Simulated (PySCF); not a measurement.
C3H3N2, SMILES [c]1cnc[nH]1, multiplicity 2. The structure is a stationary point at PBE-D3(BJ)/def2-SVP. The isomer is the one that the SMILES or the coordinates give; other isomers of the formula were not compared.

Task: Give the equilibrium geometry at PBE-D3(BJ)/def2-SVP (PySCF confirms it by a frequency run) as bond lengths and angles, and its point group. (Estimate from the structure and the level; the computed values follow.)

Result: point group Cs.
Atoms: C1 C2 N3 C4 N5 H6 H7 H8. Bonded distances (Å): C1–C2 1.381, C1–N5 1.375, C2–N3 1.381, C2–H6 1.095, N3–C4 1.328, C4–N5 1.370, C4–H7 1.098, N5–H8 1.021. Bond angles (°): C2–C1–N5 108.1, C1–C2–N3 107.3, C1–C2–H6 129.9, N3–C2–H6 122.8, C2–N3–C4 107.7, N3–C4–N5 110.7, N3–C4–H7 125.7, N5–C4–H7 123.6, C1–N5–C4 106.2, C1–N5–H8 125.9, C4–N5–H8 127.8.
Charge 0, spin multiplicity 2.
